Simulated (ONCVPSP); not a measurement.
An all-electron radial function and its pseudo partner (zirconium (Zr))

Columns: radius, all-electron u(r) and pseudo u(r) of the 4p shell (level -32.78 eV) of zirconium in the configuration [Ar] 3d10 4s2 4p6 4d2 5s1.75 5p0.25; PBE, scalar-relativistic, ONCV scheme, ONCVPSP 4.0.1.

| r (bohr) | all-electron | pseudo |
| --- | --- | --- |
| 0.120 | 0.2359 | 0.0259 |
| 0.240 | -0.3236 | 0.1003 |
| 0.360 | -0.4863 | 0.2141 |
| 0.480 | -0.2541 | 0.3534 |
| 0.600 | 0.1105 | 0.5022 |
| 0.720 | 0.4504 | 0.6443 |
| 0.840 | 0.7056 | 0.7656 |
| 0.960 | 0.8680 | 0.8560 |
| 1.080 | 0.9488 | 0.9101 |
| 1.200 | 0.9663 | 0.9273 |
| 1.320 | 0.9391 | 0.9111 |
| 1.440 | 0.8833 | 0.8678 |
| 1.560 | 0.8113 | 0.8050 |
| 1.680 | 0.7319 | 0.7308 |
| 1.800 | 0.6513 | 0.6520 |
| 1.920 | 0.5735 | 0.5743 |
| 2.040 | 0.5008 | 0.5011 |
| 2.160 | 0.4344 | 0.4344 |
| 2.280 | 0.3747 | 0.3747 |
| 2.400 | 0.3219 | 0.3219 |
| 2.520 | 0.2756 | 0.2755 |
| 2.640 | 0.2352 | 0.2352 |
| 2.760 | 0.2003 | 0.2003 |
| 2.880 | 0.1702 | 0.1702 |
| 3.000 | 0.1444 | 0.1443 |
| 3.120 | 0.1223 | 0.1223 |

(1) How many radial nodes do the two functions have?

(2) At about which radius was the pseudo-wave matched?

(3) Is the pseudo-wave norm-conserving?

Results:

(1) The all-electron 4p function has n − l − 1 = 2; the pseudo-wave has 0, since the states of the same l below it are removed with the core.

(2) 2.40 bohr. The columns agree to 0.0005 from 2.04 bohr on; several derivatives are matched, so the curves merge somewhat inside the radius.

(3) Yes: the ONCV scheme keeps the norm inside the radius equal to the all-electron one, which fixes the energy derivative of the logarithmic derivative at the level.
